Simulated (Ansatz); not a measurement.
Ansatz results at the PBE0-D4/def2-TZVP geometry: LUMO energy (ωB97M-V/def2-TZVPP) 0.85 eV; HOMO–LUMO gap (PBE/def2-TZVPP) 3.39 eV; HOMO energy (PBE/def2-TZVPP) -5.67 eV.

(1) Which molecule gave them?
A. `C#C/N=C\C`
B. `C=C[C](=C)[AlH2]`
C. `C=C1CC1=N`
D. `C=CCC#N`

Answers

(1) A. The others give `C=CCC#N`: 1.94, 5.71, -6.97; `C=C[C](=C)[AlH2]`: 0.06, 3.56, -6.01; `C=C1CC1=N`: 0.38, 3.20, -5.86.
